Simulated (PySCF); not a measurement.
**Correlation energy of Co⁻ (cobalt, charge -1)**

[Ar] 3d8 4s2, high-spin 3F determinant. Calculation: PySCF 2.14, in def2-QZVPPD; the non-relativistic Hamiltonian (point nucleus). Frozen: [Ar]; 10 electrons correlated.

```csv
level,correlation energy (mhartree)
CCSD,-338.13
(T),-21.14
CCSD(T),-359.27
```

Diagnostics: T1 = 0.046, D1 = 0.1302, largest double amplitude 0.077.

T1 exceeds 0.03, a sign that the reference determinant is poor.

Cost of the coupled-cluster step: about 60 core-seconds, for 10 correlated electrons.

Iterations:

```
CC2 = 0
CCSD nocc = (np.int64(6), np.int64(4)), nmo = (91, 91)
frozen orbitals [[0, 1, 2, 3, 4, 5, 6, 7, 8], [0, 1, 2, 3, 4, 5, 6, 7, 8]]
max_cycle = 100
direct = 0
conv_tol = 1e-08
conv_tol_normt = 1e-06
diis_space = 8
diis_start_cycle = 0
Init t2, MP2 energy = -0.355442973397367
Init E_corr(UCCSD) = -0.35544297339757
cycle = 1  E_corr(UCCSD) = -0.316448708724131  dE = 0.0389942647  norm(t1,t2) = 0.15735
cycle = 2  E_corr(UCCSD) = -0.338538557593503  dE = -0.0220898489  norm(t1,t2) = 0.0779583
cycle = 3  E_corr(UCCSD) = -0.334822297342724  dE = 0.00371626025  norm(t1,t2) = 0.0634235
cycle = 4  E_corr(UCCSD) = -0.336891679099299  dE = -0.00206938176  norm(t1,t2) = 0.0226715
cycle = 5  E_corr(UCCSD) = -0.338050722424797  dE = -0.00115904333  norm(t1,t2) = 0.00695307
cycle = 6  E_corr(UCCSD) = -0.338174950179056  dE = -0.000124227754  norm(t1,t2) = 0.00280024
cycle = 7  E_corr(UCCSD) = -0.338113003305173  dE = 6.19468739e-05  norm(t1,t2) = 0.0016054
cycle = 8  E_corr(UCCSD) = -0.33810215570409  dE = 1.08476011e-05  norm(t1,t2) = 0.000725523
cycle = 9  E_corr(UCCSD) = -0.338126686007922  dE = -2.45303038e-05  norm(t1,t2) = 0.000405673
cycle = 10  E_corr(UCCSD) = -0.338133558345267  dE = -6.87233735e-06  norm(t1,t2) = 0.000209948
cycle = 11  E_corr(UCCSD) = -0.338131787263248  dE = 1.77108202e-06  norm(t1,t2) = 0.000113023
cycle = 12  E_corr(UCCSD) = -0.33813417639788  dE = -2.38913463e-06  norm(t1,t2) = 7.41392e-05
cycle = 13  E_corr(UCCSD) = -0.338134064691051  dE = 1.11706829e-07  norm(t1,t2) = 4.18347e-05
cycle = 14  E_corr(UCCSD) = -0.338133743817766  dE = 3.20873285e-07  norm(t1,t2) = 2.36369e-05
cycle = 15  E_corr(UCCSD) = -0.338133756213561  dE = -1.23957949e-08  norm(t1,t2) = 1.1695e-05
cycle = 16  E_corr(UCCSD) = -0.338133568694406  dE = 1.87519155e-07  norm(t1,t2) = 5.46465e-06
cycle = 17  E_corr(UCCSD) = -0.33813338651771  dE = 1.82176696e-07  norm(t1,t2) = 3.27963e-06
cycle = 18  E_corr(UCCSD) = -0.338133406403822  dE = -1.98861122e-08  norm(t1,t2) = 1.88552e-06
cycle = 19  E_corr(UCCSD) = -0.338133428220803  dE = -2.18169802e-08  norm(t1,t2) = 9.18622e-07
cycle = 20  E_corr(UCCSD) = -0.338133417601088  dE = 1.06197144e-08  norm(t1,t2) = 4.16982e-07
cycle = 21  E_corr(UCCSD) = -0.33813342552694  dE = -7.92585214e-09  norm(t1,t2) = 1.63242e-07
UCCSD converged
E(UCCSD) = -1381.693817384876  E_corr = -0.3381334255269403
UCCSD(T) correction = -0.0211433840968268
```
